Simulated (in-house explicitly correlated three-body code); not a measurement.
Computed with an exponentially correlated three-body code. Model: two electrons around a point charge, non-relativistic, variational in 260 exponentially correlated functions (energies converged to about 1e-7 hartree, or 1e-8 relative for large Z).

For two electrons in a singlet the Kohn-Sham orbital is the square root of half the density, so the exact Kohn-Sham potential and energy parts follow from the density alone, and exchange is minus half the Hartree energy. The Kohn-Sham level equals minus the binding energy of the second electron.

Command:
```bash
python run_hyl.py task.json out
```
Settings (lengths in bohr, energies in hartree):
```
Z                      1.03
interaction_strength   1
functions              260
states_tried           1
```

Run time, properties included: 9 s on 1 thread of Arm Neoverse V1 (shared host).

**Ground state only, binding against the one-electron ion.**

Given: nuclear charge 1.03.

Computed: one-electron threshold -0.53045 hartree.

```csv
term,energy (hartree),binding (eV)
1 1S,-0.569693975,1.0679
```

**Exact Kohn-Sham parts of the ground state from its density.**

Computed: total energy -0.569693975 hartree; exchange energy -0.40279 hartree; DFT correlation energy -0.041394 hartree; kinetic part of the DFT correlation energy 0.028423 hartree; potential part of the DFT correlation energy -0.069817 hartree; exact minus restricted Hartree-Fock -0.039718 hartree; Kohn-Sham level -1.0679 eV; restricted Hartree-Fock level -1.5678 eV.

**Question.** What is the Kohn-Sham kinetic?

**Answer.** 0.54127 hartree.

**Question.** What is the Hartree energy?

**Answer.** 0.80558 hartree.

**Functionals on the exact density and self-consistent, errors are functional minus exact, hybrids only self-consistent, a dash where a self-consistent run leaves the top level unbound.**

```json
{"result": "M06-L", "exchange error (millihartree)": "-8.9764", "correlation error (millihartree)": "10.905", "functional driven error (millihartree)": "1.9282", "self consistent total error (millihartree)": "-", "top level plus exact binding (eV)": "-"}
{"result": "AM05", "exchange error (millihartree)": "34.288", "correlation error (millihartree)": "-22.512", "functional driven error (millihartree)": "11.776", "self consistent total error (millihartree)": "-", "top level plus exact binding (eV)": "-"}
{"result": "revTPSS", "exchange error (millihartree)": "-9.5498", "correlation error (millihartree)": "4.5388", "functional driven error (millihartree)": "-5.011", "self consistent total error (millihartree)": "-", "top level plus exact binding (eV)": "-"}
{"result": "BLYP", "exchange error (millihartree)": "-12.735", "correlation error (millihartree)": "10.54", "functional driven error (millihartree)": "-2.1949", "self consistent total error (millihartree)": "-", "top level plus exact binding (eV)": "-"}
{"result": "OLYP", "exchange error (millihartree)": "-12.067", "correlation error (millihartree)": "10.54", "functional driven error (millihartree)": "-1.5266", "self consistent total error (millihartree)": "-", "top level plus exact binding (eV)": "-"}
{"result": "wB97X", "exchange error (millihartree)": "-", "correlation error (millihartree)": "-", "functional driven error (millihartree)": "-", "self consistent total error (millihartree)": "-1.8314", "top level plus exact binding (eV)": "-0.48611"}
{"result": "TPSS", "exchange error (millihartree)": "-10.674", "correlation error (millihartree)": "8.2963", "functional driven error (millihartree)": "-2.3778", "self consistent total error (millihartree)": "-", "top level plus exact binding (eV)": "-"}
{"result": "BP86", "exchange error (millihartree)": "-12.735", "correlation error (millihartree)": "2.3461", "functional driven error (millihartree)": "-10.389", "self consistent total error (millihartree)": "-", "top level plus exact binding (eV)": "-"}
{"result": "LDA VWN5", "exchange error (millihartree)": "48.264", "correlation error (millihartree)": "-32.521", "functional driven error (millihartree)": "15.742", "self consistent total error (millihartree)": "-", "top level plus exact binding (eV)": "-"}
{"result": "r2SCAN", "exchange error (millihartree)": "-10.3", "correlation error (millihartree)": "10.935", "functional driven error (millihartree)": "0.63482", "self consistent total error (millihartree)": "-", "top level plus exact binding (eV)": "-"}
{"result": "PBE", "exchange error (millihartree)": "?", "correlation error (millihartree)": "?", "functional driven error (millihartree)": "?", "self consistent total error (millihartree)": "-", "top level plus exact binding (eV)": "-"}
{"result": "PW91", "exchange error (millihartree)": "?", "correlation error (millihartree)": "?", "functional driven error (millihartree)": "?", "self consistent total error (millihartree)": "-", "top level plus exact binding (eV)": "-"}
{"result": "RPBE", "exchange error (millihartree)": "-16.56", "correlation error (millihartree)": "9.9626", "functional driven error (millihartree)": "-6.5976", "self consistent total error (millihartree)": "-", "top level plus exact binding (eV)": "-"}
{"result": "LDA PW92", "exchange error (millihartree)": "48.264", "correlation error (millihartree)": "-32.52", "functional driven error (millihartree)": "15.743", "self consistent total error (millihartree)": "-", "top level plus exact binding (eV)": "-"}
{"result": "SCAN", "exchange error (millihartree)": "-10.3", "correlation error (millihartree)": "10.935", "functional driven error (millihartree)": "0.63482", "self consistent total error (millihartree)": "-", "top level plus exact binding (eV)": "-"}
{"result": "PBEsol", "exchange error (millihartree)": "11.656", "correlation error (millihartree)": "2.2554", "functional driven error (millihartree)": "13.912", "self consistent total error (millihartree)": "-", "top level plus exact binding (eV)": "-"}
```

**Question.** What belongs in the row PBE?

**Answer.** exchange error (millihartree): -8.7582; correlation error (millihartree): 9.9626; functional driven error (millihartree): 1.2043.

**Question.** What belongs in the row PW91?

**Answer.** exchange error (millihartree): -9.9718; correlation error (millihartree): 8.3519; functional driven error (millihartree): -1.6199.

**Density and exact potentials over r, pair density (one pair, times 4 pi r12^2) and exact minus Kohn-Sham pair density over r12.**

| radius (bohr) | radial density (electrons/bohr) | exchange potential (hartree) | intracule density (1/bohr) | Coulomb hole against Kohn-Sham (1/bohr) | correlation potential (hartree) |
| --- | --- | --- | --- | --- | --- |
| 0.201 | 0.1231 | -0.7021 | 0.0020417 | -0.005408 | -0.068 |
| 0.241 | 0.16328 | -0.69727 | 0.0030125 | -0.007598 | -0.064 |
| 0.29 | 0.21433 | -0.6906 | 0.0044896 | -0.01067 | -0.059 |
| 0.348 | 0.27502 | -0.68184 | 0.0066623 | -0.01476 | -0.053 |
| 0.417 | 0.34465 | -0.67043 | 0.0098609 | -0.0201 | -0.045 |
| 0.501 | 0.42225 | -0.65549 | 0.014662 | -0.02703 | -0.035 |
| 0.601 | 0.50118 | -0.63671 | 0.02165 | -0.03543 | -0.023 |
| 0.722 | 0.57515 | -0.61325 | 0.031842 | -0.04508 | -0.01 |
| 0.866 | 0.63357 | -0.58515 | 0.046136 | -0.05491 | 0.005 |
| 1.04 | ? | ? | ? | ? | ? |
| 1.25 | 0.66901 | -0.51389 | 0.091749 | -0.06735 | 0.035 |
| 1.5 | 0.63532 | -0.47234 | 0.12317 | -0.06405 | 0.046 |
| 1.8 | ? | ? | ? | ? | ? |
| 2.16 | 0.48414 | -0.38263 | 0.19126 | -0.02876 | 0.052 |
| 2.59 | 0.38903 | -0.3376 | 0.21511 | -0.001552 | 0.044 |
| 3.11 | 0.29537 | -0.29387 | 0.22129 | 0.02291 | 0.033 |
| 3.73 | 0.21225 | -0.25319 | 0.20435 | 0.03618 | 0.02 |
| 4.48 | 0.14261 | -0.21579 | 0.16597 | 0.03518 | 0.01 |
| 5.38 | 0.08861 | -0.18249 | 0.11644 | 0.02386 | 0.004 |
| 6.46 | 0.049981 | -0.15341 | 0.069484 | 0.01067 | 0.001 |
| 7.75 | 0.02511 | -0.12853 | 0.035022 | 0.00201 | 0 |
| 9.31 | 0.010855 | -0.10725 | 0.014691 | -0.001171 | 0 |
| 11.2 | 0.0039029 | -0.089245 | 0.0050696 | -0.00124 | 0 |
| 13.4 | 0.0011785 | -0.074618 | 0.0014802 | -0.0006117 | 0 |

**Question.** What belongs in the row 1.04?

**Answer.** radial density (electrons/bohr): 0.66758; exchange potential (hartree): -0.55193; intracule density (1/bohr): 0.065841; Coulomb hole against Kohn-Sham (1/bohr): -0.06325; correlation potential (hartree): 0.021.

**Question.** What belongs in the row 1.8?

**Answer.** radial density (electrons/bohr): 0.5705; exchange potential (hartree): -0.42811; intracule density (1/bohr): 0.15802; Coulomb hole against Kohn-Sham (1/bohr): -0.05109; correlation potential (hartree): 0.052.

The correlation energy of density-functional theory lies 1.7 millihartree below exact minus Hartree-Fock, because the Hartree-Fock density, unlike the exact one, minimises the Hartree-Fock energy.
